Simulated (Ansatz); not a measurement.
C2H7BOS (`CC(S)BO`), relaxed with RKS PBE-D4/def2-SVP in Ansatz from a rough embedded geometry. The force threshold is 0.03 eV/Å; the program also tests the step.

The species carries charge 0 and has multiplicity 1.

Start:

```xyz
12

C    -0.264    1.085    0.814
C    -0.530    0.107   -0.253
S    -1.575   -1.215    0.385
B     0.758   -0.578   -0.855
O     1.714   -1.318   -0.002
H    -1.173    1.537    1.259
H     0.266    0.576    1.710
H     0.393    1.884    0.496
H    -1.102    0.660   -1.046
H    -1.869   -1.736   -0.905
H     1.066   -0.352   -1.980
H     2.317   -0.649    0.377
```

Question: By how much does the energy fall, and how many steps does the optimiser take? (Estimate.)

Answer: Ansatz gave: 1.18 eV, in 15 steps.

Question: Which bonds change most? (Best estimate.)

Answer: The calculation gave: B4–O5 from 1.480 to 1.362 Å; C2–S3 from 1.802 to 1.873 Å; S3–H10 from 1.422 to 1.363 Å; C1–C2 from 1.472 to 1.527 Å.

Question: Give the relaxed structure. (Estimate.)

Answer: The calculation gave: 
```xyz
12

C    -0.182    1.064    0.930
C    -0.460    0.214   -0.306
S    -1.557   -1.219    0.197
B     0.748   -0.628   -0.895
O     1.911   -0.850   -0.222
H    -1.109    1.479    1.375
H     0.323    0.483    1.733
H     0.475    1.919    0.666
H    -1.007    0.804   -1.068
H    -1.743   -1.716   -1.058
H     0.671   -1.139   -2.001
H     1.929   -0.410    0.649
```
